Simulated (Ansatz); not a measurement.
Start from `N[SiH]([SiH3])[InH2]` and change one atom or group to get `C[SiH](N)[InH2]`.

Ansatz, PBE0-D4/def2-TZVP geometries, multiplicity 1. Each molecule was computed in one conformer, which needn't be the lowest.

Elements past krypton have def2 core potentials.

| property | `N[SiH]([SiH3])[InH2]` |
| --- | --- |
| HOMO energy (B3LYP/def2-TZVPP) / eV | -6.17 |
| LUMO energy (ωB97M-V/def2-TZVPP) / eV | -0.56 |
| HOMO energy (ωB97M-V/def2-TZVPP) / eV | -8.32 |
| HOMO energy (PBE0/def2-TZVPP) / eV | -6.34 |
| HOMO–LUMO gap (B3LYP/def2-TZVPP) / eV | 3.86 |
| LUMO energy (PBE0/def2-TZVPP) / eV | -2.06 |

**Question.** Give the same properties after the change, and the shifts. (Best estimate.)

**Answer.** Computed: 
```csv
property,`C[SiH](N)[InH2]`,shift
HOMO energy (B3LYP/def2-TZVPP) / eV,-6.57,-0.40
LUMO energy (ωB97M-V/def2-TZVPP) / eV,-0.38,0.18
HOMO energy (ωB97M-V/def2-TZVPP) / eV,-8.77,-0.45
HOMO energy (PBE0/def2-TZVPP) / eV,-6.73,-0.39
HOMO–LUMO gap (B3LYP/def2-TZVPP) / eV,4.42,0.56
LUMO energy (PBE0/def2-TZVPP) / eV,-1.88,0.18
```

With PBE0 the HOMO falls by 0.39 eV and the LUMO rises by 0.18 eV, so the gap widens by about 0.57 eV. PBE moves the HOMO by -0.33 eV and ωB97M-V by -0.45 eV.

B3LYP here is the variant with VWN-RPA as its local correlation; programs differ in this.
